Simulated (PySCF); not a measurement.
Electric field gradients and quadrupole coupling constants

Compound: C₅H₇FOSi.
Geometry (PBE0-D3(BJ)/def2-SVP, Å), atoms numbered from 1 in this order:
```xyz
15
C5H7FOSi angstrom
C      3.2306    1.1529   -0.3731
C      2.1723    0.7249   -0.7940
Si     0.6035    0.0657   -1.4559
O     -0.6125    1.2170   -1.5370
C     -1.6702    0.9600   -0.6287
C     -1.7328   -0.5477   -0.3751
C     -0.3065   -1.0438   -0.1877
F      0.1316   -0.7153    1.0876
H      4.1620    1.5333    0.0081
H      0.8431   -0.5343   -2.7954
H     -2.6084    1.3416   -1.0603
H     -1.4909    1.4971    0.3201
H     -2.3545   -0.8015    0.4987
H     -2.1664   -1.0512   -1.2564
H     -0.2244   -2.1351   -0.3137
```

Field gradients from the PBE0/pcSseg-1 density (PySCF, non-relativistic), principal values in atomic units, ordered |Vxx| ≤ |Vyy| ≤ |Vzz|:

| atom | Vxx | Vyy | Vzz |
| --- | --- | --- | --- |
| O4 | -0.4453 | -1.2460 | 1.6913 |

Problem. Find the asymmetry η = (Vxx − Vyy)/Vzz and the couplings χ = eQV/h (234.96 MHz × Q in barn × V in au), with Q(17O) = −0.0256 b.

Solution. 
```
atom         environment  nucleus     η  χzz (MHz)  χxx (MHz)  χyy (MHz)
  O4  silyl ether oxygen      17O  0.47     -10.17       2.68       7.49
```

The tensor is traceless: Vxx + Vyy + Vzz = 0.

Problem. What is Vzz at O4 in SI units (1 au = 9.71736 × 10²¹ V/m²)?

Solution. 1.6913 au = 16.435 × 10²¹ V/m².

Problem. And the gradient at the other heavy atoms, for which no coupling is worked out here?

Solution. 
```tsv
atom	environment	Vzz (au)	η
C1	terminal alkyne carbon	-0.364	0.13
C2	alkyne carbon	-0.342	0.02
Si3	oxygen-bound silicon	0.428	0.85
C5	sp3 carbon bound to oxygen	0.405	0.22
C6	ring CH2 carbon	0.048	0.97
C7	sp3 C–F carbon	0.555	0.26
F8	alkyl fluorine	3.094	0.02
```

Problem. What couplings would deuterons (Q(2H) = 0.00286 b) have in place of the hydrogens, at this geometry?

Solution. 
```tsv
atom	bonded to	bond length (Å)	Vzz (au)	η	χzz (kHz)
H9	C1	1.076	0.3366	0.01	226
H10	Si3	1.487	0.1405	0.01	94
H11	C5	1.101	0.2823	0.05	190
H12	C5	1.105	0.2721	0.06	183
H13	C6	1.102	0.2870	0.02	193
H14	C6	1.104	0.2822	0.02	190
H15	C7	1.102	0.2823	0.10	190
```

Geometry: PBE0-D3(BJ)/def2-SVP, one conformer, isolated molecule. With so small a basis the couplings can be 20 % off.
